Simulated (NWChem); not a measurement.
Atomisation of Cl3Sb

```
Sb
Cl 1 2.3878
Cl 1 2.3878 2 98.75
Cl 1 2.3878 2 98.75 3 -100.33
```
Charge 0, spin multiplicity 1.

All runs are NWChem calculations. The geometry was optimised at B3LYP/def2-SVP with def2 effective core potentials on Sb, a minimum by its harmonic frequencies.

Basis set: def2-TZVP. The atomisation energy is electronic alone: no zero-point, thermal, spin-orbit or counterpoise terms. No value is extrapolated to the basis-set limit. Free atoms are single determinants with multiplicities Sb 4, Cl 2. Correlated methods freeze the same cores in atoms and molecule, 19 orbitals in all.

Costs are rough ratios of processor time within this set of runs, SCF included, with HF as 1. Costs are the molecule's.

Effective core potentials replace the inner electrons of Sb; spin-orbit coupling is left out. B3LYP has NWChem's definition, with VWN1-RPA local correlation. GW and range-separated runs recompute their integrals, the others keep them in memory, which bears on the times. The structure started from a generated list of species. No SCF solution was tested for a lower state. Open-shell Hartree-Fock references start from PBE0 orbitals; any time given for them includes that run.

| method | atomisation energy (kcal/mol) | relative cost |
|---|---|---|
| HF | 133.1 | 1 |
| BLYP | 227.3 | under 3 |
| TPSS | 233.3 | under 3 |
| PBE0 | 227.0 | under 3 |
| B3LYP | ? | under 3 |
| PBE | 240.1 | under 3 |
| MP2 | 221.2 | 4 |
| LC-wPBE (omega 0.3 per bohr) | ? | 10 |

### Question
What belongs in the gaps?

### Answer

- B3LYP, atomisation energy (kcal/mol): 222.1
- LC-wPBE (omega 0.3 per bohr), atomisation energy (kcal/mol): 220.5
